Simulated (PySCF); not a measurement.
KSr: energy against distance

Set-up: K x2c-TZVPall, Sr x2c-TZVPall; spin-free X2C with a Gaussian nucleus (PySCF 2.14). Energies in eV from K + Sr in their ground configurations at the same level. All curves are PBE0. state 1: ²Σ⁺ (doublet), unpaired electrons σ ↑; state 2: doublet, unpaired electrons π ↑, a second solution, started from another occupation; state 3: ²Δ (doublet), unpaired electrons δ ↑, a second solution, started from another occupation; state 4: ⁴Π (quartet), unpaired electrons σ ↑↑, π ↑, a second solution, started from another occupation.

| R (Å) | state 1 | state 2 | state 3 | state 4 |
| --- | --- | --- | --- | --- |
| 3.845 | -0.1005 | 0.4666 | 1.2125 | 1.2989 |
| 4.024 | -0.1622 | 0.4937 | 1.2085 | 1.2727 |
| 4.203 | -0.1954 | 0.5436 | 1.2271 | 1.2699 |
| 4.337 | -0.2068 | 0.5918 | 1.2513 | 1.2791 |
| 4.471 | -0.2097 | 0.6464 | 1.2815 | 1.2951 |
| 4.605 | -0.2063 | 0.7056 | 1.3155 | 1.3160 |
| 4.784 | -0.1952 | 0.7890 | 1.3637 | 1.3482 |
| 5.008 | -0.1751 | 0.8962 | 1.4246 | 1.3908 |
| 5.276 | -0.1475 | 1.0236 | 1.4938 | 1.4399 |
| 5.633 | -0.1112 | 1.1829 | 1.5741 | 1.4966 |

Put a parabola through the three lowest points of the state 1 curve and estimate Re, k and ωe (reduced mass 27.0 u; 1 eV/Å² = 0.16022 mdyn/Å; ωe = 1302.8·√(k/μ) cm⁻¹).

Through R = 4.337, 4.471, 4.605 Å the second-order coefficient is 0.175 eV/Å², so Re ≈ 4.466 Å, k ≈ 0.0562 mdyn/Å and ωe ≈ 59 cm⁻¹. A polynomial fit of higher order to the unrounded PBE0 energies gives Re = 4.458 Å, k = 0.0569 mdyn/Å, ωe = 59.8 cm⁻¹; anharmonicity and rounding make the difference.

The higher-order fit for each curve: state 1: Re = 4.458 Å, ωe = 59.8 cm⁻¹, De = 0.210 eV; state 3: Re = 3.959 Å, ωe = 89.4 cm⁻¹, minimum 1.21 eV above the ground-state fragments; state 4: Re = 4.137 Å, ωe = 77.3 cm⁻¹, minimum 1.27 eV above the ground-state fragments. State 2 gave no clean fit.

The bond is weak. Basis-set superposition, not corrected here, can be much of De in a small basis, most of all at correlated wavefunction levels. Functionals without a dispersion term scatter widely for such bonds, and LDA overbinds them. ⟨S²⟩ of the unrestricted solution departs from its pure value on part of the curve, where spin states mix. Spin–orbit coupling is left out. Counting both spins, an empty level lies below a filled one in some of these solutions, because spin and occupation are held. The state is the lowest determinant that a PBE0 search found; another state may lie lower at other levels.
